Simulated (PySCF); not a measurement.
**Electron correlation in Hg⁶³⁺ (mercury, charge +63)**

[Ne] 3s2 3p5, 2P determinant. Calculation: PySCF 2.14, in an uncontracted even-tempered set (17 s from 18 bohr⁻², ratio 2.5; 12 p from 23 bohr⁻², ratio 2.5; 4 d from 95 bohr⁻², ratio 2.7; 4 f from 140 bohr⁻², ratio 2.7); the spin-free X2C one-electron Hamiltonian (Gaussian nucleus). Frozen: 1s2; 15 electrons correlated; the 17 highest virtual orbitals of each spin left out.

| level | correlation energy (mhartree) |
| --- | --- |
| CCSD | -673.61 |
| (T) | -0.55 |
| CCSD(T) | -674.16 |

Diagnostics: T1 = 0.00022, D1 = 0.0010, largest double amplitude 0.013.

Spin-orbit coupling, absent here, splits the open shell strongly.

Cost of the coupled-cluster step: roughly 24 core-seconds, for 15 correlated electrons.

Iterations:

```
CC2 = 0
CCSD nocc = (np.int64(8), np.int64(7)), nmo = (83, 83)
frozen orbitals [[0, 84, 85, 86, 87, 88, 89, 90, 91, 92, 93, 94, 95, 96, 97, 98, 99, 100], [0, 84, 85, 86, 87, 88, 89, 90, 91, 92, 93, 94, 95, 96, 97, 98, 99, 100]]
max_cycle = 100
direct = 0
conv_tol = 1e-08
conv_tol_normt = 1e-06
diis_space = 8
diis_start_cycle = 0
Init t2, MP2 energy = -0.66423911392398
Init E_corr(UCCSD) = -0.664239113923991
cycle = 1  E_corr(UCCSD) = -0.672450385538938  dE = -0.00821127161  norm(t1,t2) = 0.00342311
cycle = 2  E_corr(UCCSD) = -0.673479688435802  dE = -0.0010293029  norm(t1,t2) = 0.000430775
cycle = 3  E_corr(UCCSD) = -0.673608958343336  dE = -0.000129269908  norm(t1,t2) = 5.95517e-05
cycle = 4  E_corr(UCCSD) = -0.673607874083962  dE = 1.08425937e-06  norm(t1,t2) = 1.83836e-06
cycle = 5  E_corr(UCCSD) = -0.673607860114635  dE = 1.39693276e-08  norm(t1,t2) = 5.2499e-08
cycle = 6  E_corr(UCCSD) = -0.673607861883975  dE = -1.76934023e-09  norm(t1,t2) = 2.96031e-09
UCCSD converged
E(UCCSD) = -15169.88322360616  E_corr = -0.6736078618839748
UCCSD(T) correction = -0.000550863418945382
```

At this charge the one-electron X2C treatment keeps the bare 1/r₁₂, with no two-electron picture change or Breit term. The effect here is smaller than on the frozen 1s shell; and a scalar Hamiltonian misses the large spin-orbit splitting of the p shells, which matters for ns² → np² pairs.
